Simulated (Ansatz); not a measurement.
2-chlorobuta-1,3-diene (C4H5Cl), SMILES C=C(Cl)C=C.

Geometry: B3LYP-D3(BJ)/def2-SVP. The values are those of a single conformer.

Two levels are set side by side: PBE/def2-SVPD (Ansatz, an electronic-structure program) and CAM-B3LYP/def2-SVPD (Ansatz). Energy differences of separate SCF runs at the same geometry; the states with an electron removed or added have multiplicity 2 and 2. Differences are taken from unrounded values.

```tsv
quantity	CAM-B3LYP	PBE	PBE minus CAM-B3LYP
vertical ionisation energy (eV)	9.14	8.97	-0.17
vertical singlet–triplet gap (eV)	3.22	3.11	-0.11
```
